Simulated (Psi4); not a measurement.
Cl3OW (SMILES [O]=[W+]([Cl])([Cl])[Cl]), charge +1, singlet, geometry from GFN2-xTB (such geometries of metal compounds can be far from the true shape) (the multiplicity is a formal guess) (core potentials on W). Base run: TPSS/def2-SVP (Psi4).

Geometry (Å):
```xyz
5

W      0.1533    -0.0666    -0.0700
O      1.5606    -0.6784    -0.7130
Cl     0.5460     0.8821     1.7851
Cl    -0.7006     1.3540    -1.3924
Cl    -1.2470    -1.6268     0.2476
```
Charge +1, spin multiplicity 1.
All else is at Psi4's defaults (density fitting).

Each row names what was changed in the base input (with any setting that the change needs).

```csv
change,E (Eh),core-seconds (rough)
base,-1522.40593,20
functional = wb97m-v,(withheld),90
functional = tpssh,-1522.35026,20
functional = wb97x-v,-1522.02084,70
functional = b97m-v,(withheld),70
functional = svwn,-1518.71071,8
functional = cam-b3lyp,(withheld),10
functional = blyp,-1522.30064,10
functional = r2scan,-1522.23796,20
functional = b3lyp,(withheld),10
functional = revpbe,-1522.12184,10
functional = mn15,-1521.76218,20
functional = m06-l,-1522.35548,20
```

**Question.** Complete the blanks.

**Answer.** 
- functional = wb97m-v, E (Eh): -1522.12206
- functional = b97m-v, E (Eh): -1521.93012
- functional = cam-b3lyp, E (Eh): -1522.25350
- functional = b3lyp, E (Eh): -1522.36457

Absolute energies of different levels of theory aren't comparable as measures of quality.
